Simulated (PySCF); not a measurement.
## Structure from 2D NMR

Compound of formula C3H9B. Correlations simulated from computed shifts and couplings:

HSQC (one-bond C–H):
| δH | δC | ¹J(C,H) (Hz) |
| --- | --- | --- |
| 1.42 | 21.9 | 133 |
| 0.32 | 46.0 | 96 |

COSY cross peaks (|J| ≥ 2 Hz):
| δH | δH | abs. J (Hz) | bonds |
| --- | --- | --- | --- |
| 7.38 | 0.32 | 2.4 | 3 |
| 1.42 | 0.32 | 7.9 | 3 |

HMBC (two and three bonds, |J| ≥ 2.5 Hz):
| δH | δC [abs. J in Hz] |
| --- | --- |
| 7.38 | 46.0 [5.0], 21.9 [6.1] |
| 1.42 | 46.0 [3.0], 21.9 [5.2] |
| 0.32 | 21.9 [6.1] |

- shieldings: GIAO PBE0/pcSseg-1
- spin–spin couplings from B3LYP/pcJ-1 (spin–dipole term only in couplings to heteroatoms)
- geometry from PBE0-D3(BJ)/def2-SVP
- run in PySCF 2.14
- rapidly exchanging positions averaged, gas phase, single conformer, relativity neglected

Referencing at the same level of theory: ¹H (σref 31.27) and ¹³C (σref 184.41) against TMS.

Exchangeable hydrogens are left out of these lists, and C,H couplings along chains are those of one rotamer, so weak HMBC peaks may be missing or extra.

Task: Assemble the structure.

Result: SMILES BC(C)C.

Structure with atom numbers: `[BH2:1][CH:2]([CH3:3])[CH3:4]`. Hydrogens are named by the atom that carries them.

- δC 46.0 is C2, an sp3 CH bonded to B (δH 0.32).
- δC 21.9 is C3/C4, a methyl carbon (δH 1.42).
- COSY links 7.38–0.32, 1.42–0.32.

Hydrogens on boron are broadened and split by ¹¹B (spin 3/2, 80 %) and 10B (spin 3). A carbon bonded to boron is broadened by the quadrupolar boron nucleus and is often missing from a measured spectrum. Unscaled 3J(H,H) at this level run about 10 % above measured values. Shifts are as computed. Against solution values, carbons near 30 ppm lie about +2 ppm off and those near 130 ppm about +5 ppm. Of 1211 compounds with measured shifts, 218 miss one by over three times the rms of a fit or turn the order of signals round; such compounds aren't used in these exercises. Only one conformer was computed, so three-bond couplings in flexible chains and rings are approximate.
